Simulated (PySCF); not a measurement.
ClK, charge -1, doublet, at the geometry of the source list (a state made from the parent by changing its charge; the spin is typed, not shown lowest) (in this run its highest filled SCF level lies above zero, so its values depend strongly on the basis, on diffuse functions most of all), atoms displaced at random by about 0.03 Å a coordinate. Base run: PBE/def2-SVP, gradient (PySCF).

Input for PySCF:
```python
from pyscf import gto, scf, dft

mol = gto.M(
    atom='''
K    -0.772733   -0.752904   -0.768934
Cl    0.753366    0.744602    0.765116
''',
    basis='def2-svp',
    charge=-1,
    spin=1,
    verbose=4,
)

mf = dft.UKS(mol)
mf.xc = 'pbe'
mf.kernel()
g = mf.nuc_grad_method()
grad = g.kernel()
```

The coordinate followed is y of atom 1.

The base run was repeated with changes; each row names its change, and settings that it needs were set with it.

```csv
change,dE/dx (Eh/bohr),net force (Eh/bohr)
base,0.007692,0.000542
finite difference step (bohr) = 0.01; conv_tol = 1e-11,0.007712,-
conv_tol = 1e-11,0.007692,0.000542
finite difference step (bohr) = 0.2; conv_tol = 1e-11,0.007759,-
grids.level = 5; grid_response = on,0.007691,0.000000
grid_response = on,0.007712,0.000000
conv_tol = 1e-4,0.007727,0.000542
grids.level = 1; grid_response = on,0.008226,0.000000
finite difference step (bohr) = 0.05; conv_tol = 1e-11,0.007714,-
grids.level = 1; grid_response = off,0.007689,0.004862
finite difference step (bohr) = 1e-4; conv_tol = 1e-11,0.007712,-
grids.level = 5; grid_response = off,0.007693,0.000029
```

The net force is zero for an exact gradient.

Open shells are given as the SCF converged; they aren't shown to be the lowest states, and a large step between rows can be another state.
